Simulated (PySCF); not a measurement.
# How exact exchange moves a shielding

Molecule: `InChI=1S/CH5F2NSi/c1-4-5(2)3/h4-5H,1H3`.

Mapped SMILES: `[CH3:1][NH:2][SiH:3]([F:4])[F:5]`; H(Xn) means a hydrogen on atom n.

GIAO shieldings (ppm, equivalent atoms averaged) in PySCF 2.14 on the PBE0-D3(BJ)/def2-SVP geometry, basis pcSseg-2, gas phase, non-relativistic:

```csv
functional,exact exchange (%),σ(C1),σ(N2),σ(Si3),σ(F4/F5)
BLYP,0,145.7,215.5,368.4,304.2
BP86,0,150.0,220.4,372.4,303.4
PBE,0,150.5,220.0,372.3,302.1
B3LYP,20,150.7,223.7,381.8,316.3
mPW1PW91,25,155.3,229.3,389.7,318.9
BHandHLYP,50,156.8,233.5,403.0,331.5
HF,100,165.3,247.2,442.2,353.8
```

(1) Fit each shielding as a line in the percentage of exact exchange.

(2) What does the line predict for PBE0 (25 %), and what does the run give?

Answers

(1) σ(C1) = 148.9 + 0.17 x (rms 1.8 ppm); σ(N2) = 219.1 + 0.29 x (rms 1.9 ppm); σ(Si3) = 370.3 + 0.70 x (rms 2.1 ppm); σ(F4/F5) = 304.4 + 0.51 x (rms 1.6 ppm). The functionals also differ in their semilocal parts, which the line can't hold; Hartree–Fock has no correlation at all.

(2) σ(C1): 153.2 predicted, 156.1 computed; σ(N2): 226.3 predicted, 229.7 computed; σ(Si3): 387.8 predicted, 389.9 computed; σ(F4/F5): 317.1 predicted, 317.9 computed ppm.
